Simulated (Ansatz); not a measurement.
C₂H₆SSi (`CC[Si]S`). The species carries charge 0 and has multiplicity 1. The structure was optimised at the PBE0-D4/def2-TZVP level. It is one conformer, not always the lowest.

```xyz
10

C     1.513   -0.144    0.005
C    -0.010   -0.168    0.069
Si   -0.829    1.419   -0.606
S    -2.883    0.925   -0.287
H     1.950   -1.069    0.392
H     1.925    0.683    0.590
H     1.868   -0.018   -1.021
H    -0.412   -1.015   -0.502
H    -0.357   -0.313    1.100
H    -2.764   -0.301    0.261
```

**Question.** What is the dipole moment at r2SCAN/def2-TZVPP? (An estimate is asked.)

**Answer.** Computed: 2.13 D, with components (0.89, -1.78, 0.76) D in this frame, pointing from negative to positive charge.

**Question.** And with PBE, B3LYP, ωB97M-V? (An estimate is asked.)

**Answer.** The calculation gave: PBE 2.02 D, B3LYP 1.96 D, ωB97M-V 1.94 D.

**Question.** Give the Mulliken charges with r2SCAN, ωB97M-V, PBE in def2-TZVPP. (Estimate.)

**Answer.** Ansatz gave: 
| atom | r2SCAN | ωB97M-V | PBE |
| --- | --- | --- | --- |
| C1 | -0.12 | -0.31 | -0.24 |
| C2 | -0.18 | -0.32 | -0.22 |
| Si3 | 0.21 | 0.22 | 0.16 |
| S4 | -0.24 | -0.23 | -0.22 |
| H5 | 0.04 | 0.11 | 0.08 |
| H6 | 0.04 | 0.10 | 0.08 |
| H7 | 0.04 | 0.10 | 0.08 |
| H8 | 0.05 | 0.11 | 0.08 |
| H9 | 0.05 | 0.11 | 0.08 |
| H10 | 0.09 | 0.11 | 0.10 |

B3LYP here is the variant with VWN-RPA as its local correlation; programs differ in this.
